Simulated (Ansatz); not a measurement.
Molecule (SMILES): B=[N] (BH-N), doublet.
Atoms: B1, N2, H3. Bonds: B1-N2, B1-H3.

Basis-set convergence of the optimised B1-N2 bond length at PBE0 with Ansatz (a program for electronic structure). Cartesian d functions, on some or all atoms, in 6-31G*; all else is spherical. The program fits the integrals of some runs and decomposes those of others, by size. Open shells are unrestricted. No added dispersion term, no relativity. Reference: the value in aug-pcseg-3, 1.3043 Å, itself unsure by roughly 0.0002 Å (its mean distance from aug-cc-pVQZ, def2-QZVPPD, pcseg-3). Deviations are taken from unrounded values.

```json
[
 {"basis": "pcseg-0", "functions": "20", "optimised B1-N2 bond length (Å)": "1.3302", "minus reference (Å)": "0.0259"},
 {"basis": "6-31G*", "functions": "32", "optimised B1-N2 bond length (Å)": "1.3105", "minus reference (Å)": "0.0062"},
 {"basis": "cc-pVDZ", "functions": "33", "optimised B1-N2 bond length (Å)": "1.3119", "minus reference (Å)": "0.0076"},
 {"basis": "def2-SVP", "functions": "33", "optimised B1-N2 bond length (Å)": "1.3080", "minus reference (Å)": "0.0037"},
 {"basis": "aug-pcseg-1", "functions": "55", "optimised B1-N2 bond length (Å)": "1.3087", "minus reference (Å)": "0.0044"},
 {"basis": "6-311++G(2d,2p)", "functions": "64", "optimised B1-N2 bond length (Å)": "1.3059", "minus reference (Å)": "0.0017"},
 {"basis": "def2-TZVP", "functions": "68", "optimised B1-N2 bond length (Å)": "1.3057", "minus reference (Å)": "0.0014"},
 {"basis": "pcseg-2", "functions": "74", "optimised B1-N2 bond length (Å)": "1.3047", "minus reference (Å)": "0.0005"},
 {"basis": "def2-TZVPP", "functions": "76", "optimised B1-N2 bond length (Å)": "1.3056", "minus reference (Å)": "0.0014"}
]
```

The smallest set listed that lies within 0.01 Å of the reference with all its larger relatives (same family, alike in diffuse functions; a set with none counts only in the reference's own line) is 6-31G* (32 functions, 0.0062 Å off). (Relatives not listed, tested too: 6-31G** 0.0063, 6-311G** 0.0016, cc-pVTZ 0.0026, 6-311++G(3df,3pd) 0.0009, aug-pcseg-2 0.0006, cc-pVQZ 0.0002, def2-QZVP 0.0002, def2-QZVPP 0.0002, pcseg-3 0.0000, aug-pcseg-3 0.0000 Å.)
